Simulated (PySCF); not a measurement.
C₂F₃, SMILES C(F)(=[C]F)F, multiplicity 2.

Geometry: B3LYP-D3(BJ)/def2-SVP. The isomer is the one that the SMILES or the coordinates give; other isomers of the formula were not compared.

Computed with PBE/def2-TZVPD (PySCF).

Gas-phase values at a fixed geometry.

Computed frontier levels, dipole moment and polarisability:
* **α spin, highest occupied and lowest empty level**: -6.53 and -0.65 eV
* **β spin, highest occupied and lowest empty level**: -6.25 and -4.72 eV
* **dipole moment**: 0.066 e·Å
* **quadrupole, principal values (traceless, Buckingham form, about the centre of nuclear charge)**: -1.06, -0.15, 1.22 D·Å
* **mean static polarisability**: 29.7 bohr³ (4.40 Å³)
* **polarisability, principal values**: 22.6, 27.8, 38.6 bohr³
* **⟨S²⟩**: 0.758 (pure state 0.75)
